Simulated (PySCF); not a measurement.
## Broadened absorption spectrum of C6H10F2

Species: C6H10F2.
Atom-mapped SMILES: `[CH3:1][CH2:2]/[C:3]([CH3:4])=[CH:5]/[CH:6]([F:7])[F:8]` (hydrogens: H9, H10, H11 on C1; H12, H13 on C2; H14, H15, H16 on C4; H17 on C5; H18 on C6)

Computed, not measured: TDDFT PBE0/def2-SVPD, vertical, gas phase, core orbitals frozen in the response (PySCF 2.14.0, density-fitted response routines). One conformer (not necessarily the lowest) at the GFN2-xTB geometry, without solvent, vibrations or thermal averaging. Torsions of this conformer, `[CH3:1][CH2:2]/[C:3]([CH3:4])=[CH:5]/[CH:6]([F:7])[F:8]`: C1–C2–C3–C4 -69°, C3–C5–C6–F7 69°.

Broadening: Gaussians 0.25 eV wide at half height, area fixed by f = 4.319×10⁻⁹ ∫ε dν̃. The width is an assumption, not a result. The curve ends short of the highest state used, and states not computed would add to its high-energy end.

λ (nm), ε (L mol⁻¹ cm⁻¹) and a bar:
```
    165.8       1489 #
    166.7       1061 #
    167.7        701 
    168.7        481 
    169.6        369 
    170.6        301 
    171.5        282 
    172.5        323 
    173.5        471 
    174.4        776 
    175.4       1533 #
    176.3       2975 ##
    177.3       6067 ####
    178.3      11380 ########
    179.2      18181 #############
    180.2      27161 ###################
    181.1      34935 #########################
    182.1      40959 #############################
    183.1      42414 ##############################
    184.0      39473 ############################
    185.0      32602 #######################
    185.9      24902 ##################
    186.9      16623 ############
    187.8      10545 #######
    188.8       5763 ####
    189.8       2848 ##
    190.7       1390 #
    191.7        573 
    192.6        239 
    193.6         83
```

Q: Locate the maxima and give the states behind the curve.

A: 183 nm (6.78 eV), ε about 43000, made up of S1 (100%) (ε in L mol⁻¹ cm⁻¹; maxima over ε = 5, shares over 10%). At its high-energy end, 7.48 eV, the curve is still rising (ε about 1500, from S4). The states used: S1 6.78 eV (f 0.394); S2 7.04 eV (f 0.0047); S3 7.33 eV (f 0.0025); S4 7.58 eV (f 0.020); S5 7.94 eV (f 0.016); S6 8.08 eV (f 0.0040).

Q: What would ε be at 6.78 eV, the highest of these maxima, with half the width (0.125 eV)?

A: About 85000 L mol⁻¹ cm⁻¹ against 42500, a factor of about 2.00; a lone state at its own centre would give exactly 2.

Q: On this curve, what absorbance would a 10⁻⁵ mol/L sample give at 193 nm over a 1 cm path?

A: 193 nm is 6.424 eV, where ε is about 160 L mol⁻¹ cm⁻¹, so A = ε c l ≈ 0.0016 (Beer–Lambert, with the gas-phase spectrum and the assumed width).

Time: 50 s wall (with the writing of density and orbital grids); peak memory 0.99 GiB. Hardware: one thread of an Arm Neoverse V1, shared host.
